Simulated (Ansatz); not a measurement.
Molecule: C6H12S (charge 0, singlet). 
Coordinates optimised at B3LYP-D3(BJ)/def2-TZVP (Ansatz, an electronic-structure program):
```xyz
19

C     -0.1601    -1.7656     0.0728
C      0.8862    -1.2630    -0.9351
C      1.7815    -0.1335    -0.4123
C      1.1247     1.2326    -0.2499
S     -0.2944     1.3242     0.8900
C     -1.5291     0.4367    -0.1122
C     -1.5335    -1.0875     0.0226
H      0.2514    -1.6574     1.0786
H     -0.3187    -2.8366    -0.0764
H      0.4020    -0.9564    -1.8687
H      1.5399    -2.0974    -1.2004
H      2.6260    -0.0068    -1.0990
H      2.2053    -0.4402     0.5481
H      1.8482     1.9468     0.1468
H      0.7907     1.6171    -1.2172
H     -2.4999     0.8398     0.1779
H     -1.3621     0.7374    -1.1481
H     -2.1066    -1.4864    -0.8218
H     -2.0840    -1.3657     0.9248
```

Basis-set convergence of Hartree-Fock and CCSD correlation energies (hartree) with Ansatz. Cores are frozen in the correlated levels unless marked. Spin-orbit coupling is left out. No relativistic terms.

```tsv
basis	functions	E(HF)	E(corr, CCSD)
cc-pV(D+d)Z	167	-631.74366	-1.07674
cc-pV(T+d)Z	387	…	…
```

### Question
Complete the blanks.

### Answer

- cc-pV(T+d)Z, E(HF): -631.82177
- cc-pV(T+d)Z, E(corr, CCSD): -1.28816
